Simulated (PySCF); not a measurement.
Several orderings of computed values.

Species are written as SMILES; each is one conformer at its optimised geometry, gas phase, non-relativistic unless stated; the electronic structure was computed with PySCF and density fitting.

The conformers computed, where there is a choice (atom-mapped SMILES and torsion angles):
- `[CH3:1][C:2]#[C:3][SiH2:4][CH2:5][CH2:6][SiH3:7]`: C3–Si4–C5–C6 -57°, Si4–C5–C6–Si7 180°
- `[CH3:1][O:2][SiH2:3][CH2:4]/[CH:5]=[CH:6]\[Cl:7]`: C1–O2–Si3–C4 180°, O2–Si3–C4–C5 179°, Si3–C4–C5–C6 -92°
- `[H]/[N:3]=[C:2](\[CH3:1])[CH2:4][CH2:5][C:6]([F:7])([F:8])[F:9]`: C1–C2–C4–C5 148°, C2–C4–C5–C6 -80°, C4–C5–C6–F7 55°
- `[CH2:1]=[CH:2]/[C:3](=[CH:4]\[C:5]#[N:6])[C:7](=[CH2:8])[F:9]`: C1–C2–C3–C4 -151°, C2–C3–C7–C8 28°
- `[CH:1]#[C:2][CH:3]([C:4]#[CH:5])/[N:6]=[CH:7]/[CH2:8][F:9]`: C2–C3–N6–C7 122°, N6–C7–C8–F9 175°
- `[O:1]=[C:2]([CH2:3][CH:4]([F:5])[F:6])[NH:7][SiH3:8]`: O1–C2–C3–C4 -28°, C2–C3–C4–F5 -84°, O1–C2–N7–Si8 0°

The conformers of `[SiH3][SiH2]C1=CCCC1` aren't listed.

(1) Rank by dipole moment, lowest first (PBE0/def2-SVPD at GFN2-xTB geometries).
A. `CO[SiH2]C/C=C\Cl`
B. `C([SiH2]CC[SiH3])#CC`
C. `[H]/N=C(\C)CCC(F)(F)F`
D. `C#CC1=CC=CC=C1C#N`

(2) By how much do the two ends of that ranking differ?

(3) Rank by HOMO–LUMO gap, lowest first (PBE0/def2-SVPD at GFN2-xTB geometries).
A. `[H]/N=C(\C)CCC(F)(F)F`
B. `CO[SiH2]C/C=C\Cl`
C. `c1cccc(C#C)c1C#N`
D. `C#Cc1ccc(C#N)cc1`
E. `C=C/C(=C\C#N)C(=C)F`

(4) Give the two extremes of that set in kcal/mol.

(5) Rank by smallest rotational constant, lowest first (GFN2-xTB).
A. `C#Cc1ccnc(C#C)c1`
B. `C=C/C(=C\C#N)C(=C)F`
C. `[H]/N=C(\C)CCC(F)(F)F`
D. `CC#C[SiH2]CC[SiH3]`
E. `c1cc(ccc1C#N)C#C`

(6) Rank by lowest singlet excitation, lowest first (TDDFT PBE0/def2-SVPD at GFN2-xTB geometries).
A. `C#CC1=CC=CC=C1C#N`
B. `[SiH3][SiH2]C1=CCCC1`
C. `C#Cc1ccc(C#N)cc1`
D. `CO[SiH2]C/C=C\Cl`
E. `C#CC(C#C)/N=C/CF`
F. `CC#C[SiH2]CC[SiH3]`
G. `[H]/N=C(\C)CCC(F)(F)F`

(7) Rank by static isotropic polarisability, lowest first (PBE0/def2-SVPD at GFN2-xTB geometries).
A. `C=C/C(=C\C#N)C(=C)F`
B. `CO[SiH2]C/C=C\Cl`
C. `O=C(CC(F)F)N[SiH3]`
D. `[SiH3][SiH2]C1=CCCC1`
E. `C#Cc1ccc(C#N)cc1`

(8) By how much do the two ends of that ranking differ?

(9) Rank by electronic spatial extent ⟨r²⟩ about the centre of nuclear charge, highest first (PBE0/def2-SVPD at GFN2-xTB geometries).
A. `C#Cc1ccc(C#N)cc1`
B. `O=C(CC(F)F)N[SiH3]`
C. `CC#C[SiH2]CC[SiH3]`
D. `[H]/N=C(\C)CCC(F)(F)F`

(10) By how much do the two ends of that ranking differ?

Answers

(1) B (1.38 D), A (1.83 D), C (3.31 D), D (4.53 D).

(2) By 3.15 D, between `C#Cc1ccccc1C#N` and `CC#C[SiH2]CC[SiH3]`.

(3) E (4.80 eV), D (5.28 eV), C (5.47 eV), B (6.91 eV), A (7.42 eV).

(4) `C=C/C(=C\C#N)C(=C)F`: 111 kcal/mol; `[H]/N=C(\C)CCC(F)(F)F`: 171 kcal/mol.

(5) D (0.564 GHz), E (0.641 GHz), A (0.698 GHz), B (0.838 GHz), C (0.962 GHz).

(6) A (4.68 eV), C (4.84 eV), E (5.06 eV), G (5.43 eV), B (5.95 eV), F (6.05 eV), D (6.20 eV).

(7) C (74.8 au), B (92.8 au), A (96.7 au), E (113.5 au), D (115.3 au).

(8) By 40.5 au, between `[SiH3][SiH2]C1=CCCC1` and `O=C(CC(F)F)N[SiH3]`.

(9) C (2012 bohr²), A (1630 bohr²), B (1605 bohr²), D (1279 bohr²).

(10) By 733 bohr², between `CC#C[SiH2]CC[SiH3]` and `[H]/N=C(\C)CCC(F)(F)F`.
